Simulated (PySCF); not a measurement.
Isomers of CH6OSi. Isolated molecules, 0 K electronic values unless said otherwise. One relaxed conformer stands for each flexible species; it need not be the lowest. Strings in code marks are SMILES.

Quantity: electronic energy of isomers of CH6OSi relative to `C[SiH2]O` (C–Si–O–H torsion 69°), in kcal/mol.

Level 1: PBE-D3(BJ)/def2-TZVP // PBE0-D3(BJ)/def2-TZVP (PySCF)
Level 2: B3LYP/6-31G* // PBE0-D3(BJ)/def2-TZVP (PySCF)
Level 3: SVWN5/6-31G* // PBE0-D3(BJ)/def2-TZVP (PySCF)
Level 4: HF/3-21G // PBE0-D3(BJ)/def2-TZVP (PySCF)

| species | level 2 | level 3 | level 4 |
|---|---|---|---|
| `OC[SiH3]` (H–O–C–Si torsion 59°) | 43.8 | 41.8 | 52.0 |
| `CO[SiH3]` | 15.9 | 17.3 | 21.8 |

Task: What does level 1 give for each?

Result: 
- `OC[SiH3]` (H–O–C–Si torsion 59°): 45.8
- `CO[SiH3]`: 23.1
